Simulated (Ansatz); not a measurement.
Cu₂O⁻. Total charge -1; doublet. Geometry r2SCAN-D4/def2-TZVPD.

```xyz
3

Cu   -0.6847    0.7836   -0.7961
Cu    1.0402   -0.7965    0.0163
O    -0.3555    0.0129    0.7798
```

At PBE-D4/def2-TZVPD, r2SCAN-D4/def2-TZVPD, B97M-V/def2-TZVPD, PBE0-D4/def2-SVPD the highest occupied level of the charge -1 doublet lies above zero (up to 0.94 eV). By energy differences its removal costs 1.32 eV (vertical, to the charge 0 singlet, at PBE-D4/def2-TZVPD); a positive level beside a positive removal energy at the same level points to self-interaction error. The structure comes from a short search, and lower isomers may exist.

(1) Estimate the α-spin orbital energies around the gap (eV) in Ansatz with HF/def2-TZVPD, PBE-D4/def2-TZVPD, r2SCAN-D4/def2-TZVPD, B97M-V/def2-TZVPD, PBE0-D4/def2-SVPD.

Answers

(1) 
```tsv
orbital	HF/def2-TZVPD	PBE-D4/def2-TZVPD	r2SCAN-D4/def2-TZVPD	B97M-V/def2-TZVPD	PBE0-D4/def2-SVPD
HOMO−9	-8.46	-1.04	-1.23	-1.35	-2.61
HOMO−8	-8.27	-0.95	-1.16	-1.29	-2.53
HOMO−7	-8.15	-0.95	-1.12	-1.27	-2.53
HOMO−6	-8.15	-0.92	-1.11	-1.26	-2.49
HOMO−5	-8.11	-0.70	-0.89	-1.02	-2.31
HOMO−4	-8.03	-0.68	-0.87	-1.01	-2.30
HOMO−3	-5.07	-0.58	-0.75	-0.74	-1.61
HOMO−2	-4.35	0.08	-0.05	-0.09	-0.90
HOMO−1	-4.31	0.25	0.06	-0.05	-0.89
HOMO	-0.40	0.94	0.71	0.93	0.51
LUMO	3.48	1.45	1.33	1.51	2.10
LUMO+1	5.05	3.16	3.33	3.08	3.84
LUMO+2	5.21	3.25	3.52	3.09	3.95
LUMO+3	5.46	3.87	4.39	3.77	4.77
LUMO+4	5.82	3.92	4.45	3.82	4.86
LUMO+5	5.87	3.98	4.63	3.85	4.88
β HOMO	-3.60	0.37	0.17	0.12	-0.65
β LUMO	4.39	1.57	1.81	1.51	2.54
```
